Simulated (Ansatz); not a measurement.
`[CH3][Zr]([CH3])([OH])[OH]` and `C[N](C)[Zr]([CH3])([OH])[OH]` differ in one atom or group.

Ansatz, PBE0-D4/def2-TZVP geometries, multiplicity 1. Each molecule was computed in one conformer, which needn't be the lowest.

Elements past krypton have def2 core potentials.

```
                                        property  `[CH3][Zr]([CH3])([OH])[OH]`
  size of the dipole moment (PBE/def2-TZVPP) / D                          2.34
               LUMO energy (PBE/def2-TZVPP) / eV                         -1.36
               HOMO energy (PBE/def2-TZVPP) / eV                         -5.77
size of the dipole moment (B3LYP/def2-TZVPP) / D                          2.36
             HOMO–LUMO gap (PBE/def2-TZVPP) / eV                          4.41
           LUMO energy (ωB97M-V/def2-TZVPP) / eV                          0.72
```

Problem. Give the same properties after the change, and the shifts. (Estimate.)

Solution. Computed: 
```json
{"property": "size of the dipole moment (PBE/def2-TZVPP) / D", "`C[N](C)[Zr]([CH3])([OH])[OH]`": "2.00", "shift": "-0.34"}
{"property": "LUMO energy (PBE/def2-TZVPP) / eV", "`C[N](C)[Zr]([CH3])([OH])[OH]`": "-0.68", "shift": "0.68"}
{"property": "HOMO energy (PBE/def2-TZVPP) / eV", "`C[N](C)[Zr]([CH3])([OH])[OH]`": "-4.98", "shift": "0.79"}
{"property": "size of the dipole moment (B3LYP/def2-TZVPP) / D", "`C[N](C)[Zr]([CH3])([OH])[OH]`": "2.04", "shift": "-0.32"}
{"property": "HOMO–LUMO gap (PBE/def2-TZVPP) / eV", "`C[N](C)[Zr]([CH3])([OH])[OH]`": "4.30", "shift": "-0.11"}
{"property": "LUMO energy (ωB97M-V/def2-TZVPP) / eV", "`C[N](C)[Zr]([CH3])([OH])[OH]`": "0.78", "shift": "0.06"}
```

With PBE0 the HOMO rises by 0.89 eV and the LUMO rises by 0.37 eV, so the gap narrows by about 0.52 eV. PBE moves the HOMO by 0.79 eV and ωB97M-V by 0.93 eV. Dipoles are sizes alone; their direction can turn.

Positive LUMOs are unbound, so they and the gaps depend on the basis.

B3LYP here is the variant with VWN-RPA as its local correlation; programs differ in this.
